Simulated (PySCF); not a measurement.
tungsten atom (W), quintet (core potentials on W); HF/def2-SVP (PySCF).

Here is a job for PySCF.
```python
from pyscf import gto, scf

mol = gto.Mole()
mol.atom = '''
    W     0.000000    0.000000    0.000000
'''
mol.basis = 'def2-svp'
mol.ecp = {'W': 'def2-svp'}
mol.charge = 0
mol.spin = 4
mol.verbose = 4
mol.build()

mf = scf.UHF(mol)
mf.kernel()
mf.analyze()
```

The log (banner, timings and long lists left out):

```
PySCF version 2.14.0

[INPUT] verbose = 4
[INPUT] num. atoms = 1
[INPUT] num. electrons = 14
[INPUT] charge = 0
[INPUT] spin (= nelec alpha-beta = 2S) = 4
[INPUT] symmetry False subgroup None
[INPUT] Mole.unit = angstrom
[INPUT] Symbol           X                Y                Z      unit          X                Y                Z       unit  Magmom
[...]
nuclear repulsion = 0
number of shells = 12
number of NR pGTOs = 57
number of NR cGTOs = 32
basis = def2-svp
ecp = {'W': 'def2-svp'}

******** <class 'pyscf.scf.uhf.UHF'> ********
method = UHF
initial guess = minao
damping factor = 0
level_shift factor = 0
DIIS = <class 'pyscf.scf.diis.CDIIS'>
diis_start_cycle = 1
diis_space = 8
diis_damp = 0
SCF conv_tol = 1e-09
SCF conv_tol_grad = None
SCF max_cycles = 50
direct_scf = True
direct_scf_tol = 1e-13
number electrons alpha = 9  beta = 5
Set gradient conv threshold to 3.16228e-05
init E= -53.6772247232434

cycle= 1 E= -66.1230834303776  delta_E= -12.4  |g|= 0.374  |ddm|= 5.14
cycle= 2 E= -66.1494577698932  delta_E= -0.0264  |g|=  0.1  |ddm|= 0.399
cycle= 3 E= -66.1565968784734  delta_E= -0.00714  |g|= 0.0353  |ddm|= 0.187
cycle= 4 E= -66.1603994505894  delta_E= -0.0038  |g|= 0.0274  |ddm|= 0.11
cycle= 5 E= -66.1611923481641  delta_E= -0.000793  |g|= 0.0283  |ddm|= 0.0221
cycle= 6 E= -66.1566575056945  delta_E= 0.00453  |g|= 0.0224  |ddm|= 0.222
cycle= 7 E= -66.1570970809532  delta_E= -0.00044  |g|= 0.0229  |ddm|= 0.0153
cycle= 8 E= -66.150832180072  delta_E= 0.00626  |g|= 0.0161  |ddm|= 0.314
cycle= 9 E= -66.1504905257418  delta_E= 0.000342  |g|= 0.00783  |ddm|= 0.116
cycle= 10 E= -66.1510954021851  delta_E= -0.000605  |g|= 0.00857  |ddm|= 0.0652
cycle= 11 E= -66.1506048843376  delta_E= 0.000491  |g|= 0.0062  |ddm|= 0.0487
cycle= 12 E= -66.1502121075408  delta_E= 0.000393  |g|= 0.00145  |ddm|= 0.101
cycle= 13 E= -66.1502164648477  delta_E= -4.36e-06  |g|= 0.0013  |ddm|= 0.0124
cycle= 14 E= -66.1502233754898  delta_E= -6.91e-06  |g|= 0.00119  |ddm|= 0.00402
cycle= 15 E= -66.1502296849189  delta_E= -6.31e-06  |g|= 0.00125  |ddm|= 0.00319
cycle= 16 E= -66.1502055209761  delta_E= 2.42e-05  |g|= 0.00103  |ddm|= 0.0133
cycle= 17 E= -66.1502039984882  delta_E= 1.52e-06  |g|= 0.00101  |ddm|= 0.00299
cycle= 18 E= -66.1501929475812  delta_E= 1.11e-05  |g|= 0.000979  |ddm|= 0.00698
cycle= 19 E= -66.1501488055924  delta_E= 4.41e-05  |g|= 0.000716  |ddm|= 0.0326
cycle= 20 E= -66.1501174926461  delta_E= 3.13e-05  |g|= 0.000502  |ddm|= 0.0441
[...]
cycle= 25 E= -66.1501132291378  delta_E= 3.44e-08  |g|= 0.000104  |ddm|= 0.000441
cycle= 26 E= -66.1501132320138  delta_E= -2.88e-09  |g|= 0.000105  |ddm|= 0.000505
cycle= 27 E= -66.1501132991941  delta_E= -6.72e-08  |g|= 0.00012  |ddm|= 0.0011
cycle= 28 E= -66.1501131138568  delta_E= 1.85e-07  |g|= 4.63e-05  |ddm|= 0.0049
cycle= 29 E= -66.1501130873486  delta_E= 2.65e-08  |g|= 2.16e-05  |ddm|= 0.000868
cycle= 30 E= -66.1501130798567  delta_E= 7.49e-09  |g|= 8.82e-06  |ddm|= 0.000806
cycle= 31 E= -66.150113079781  delta_E= 7.57e-11  |g|= 3.84e-06  |ddm|= 0.000374
Extra cycle  E= -66.1501130799336  delta_E= -1.53e-10  |g|= 5e-06  |ddm|= 3.67e-05
converged SCF energy = -66.1501130799336  <S^2> = 6.0115979  2S+1 = 5.004637
**** SCF Summaries ****
Total Energy =                         -66.150113079933590
Nuclear Repulsion Energy =               0.000000000000000
One-electron Energy =                 -114.053908969853396
Two-electron Energy =                   47.903795889919806
Two-electron Coulomb Energy =           54.999796008416411
DFT Exchange-Correlation Energy =       -7.096000118496605
**** MO energy ****
                             alpha | beta                alpha | beta
[...]
spin_pop of  0 W 5s        0.00099
spin_pop of  0 W 6s        0.05284
spin_pop of  0 W 7s        0.00184
spin_pop of  0 W 8s       -0.00342
spin_pop of  0 W 9s        0.00003
spin_pop of  0 W 10s        0.00042
spin_pop of  0 W 5px       0.02183
spin_pop of  0 W 5py       0.02197
spin_pop of  0 W 5pz       0.02043
spin_pop of  0 W 6px      -0.02108
spin_pop of  0 W 6py      -0.02123
spin_pop of  0 W 6pz      -0.01963
spin_pop of  0 W 7px      -0.00059
spin_pop of  0 W 7py      -0.00057
spin_pop of  0 W 7pz      -0.00078
spin_pop of  0 W 5dxy      0.60232
spin_pop of  0 W 5dyz      0.58762
spin_pop of  0 W 5dz^2     0.19474
spin_pop of  0 W 5dxz      0.55348
spin_pop of  0 W 5dx2-y2    0.61667
spin_pop of  0 W 6dxy      0.35317
spin_pop of  0 W 6dyz      0.33656
spin_pop of  0 W 6dz^2    -0.00051
spin_pop of  0 W 6dxz      0.33335
spin_pop of  0 W 6dx2-y2    0.36990
spin_pop of  0 W 5f-3     -0.00002
spin_pop of  0 W 5f-2      0.00003
spin_pop of  0 W 5f-1      0.00001
spin_pop of  0 W 5f+0      0.00001
spin_pop of  0 W 5f+1     -0.00001
spin_pop of  0 W 5f+2     -0.00019
spin_pop of  0 W 5f+3     -0.00018
In total             9.00000 | 5.00000
Dipole moment(X, Y, Z, Debye): -0.00000,  0.00000,  0.00000
```
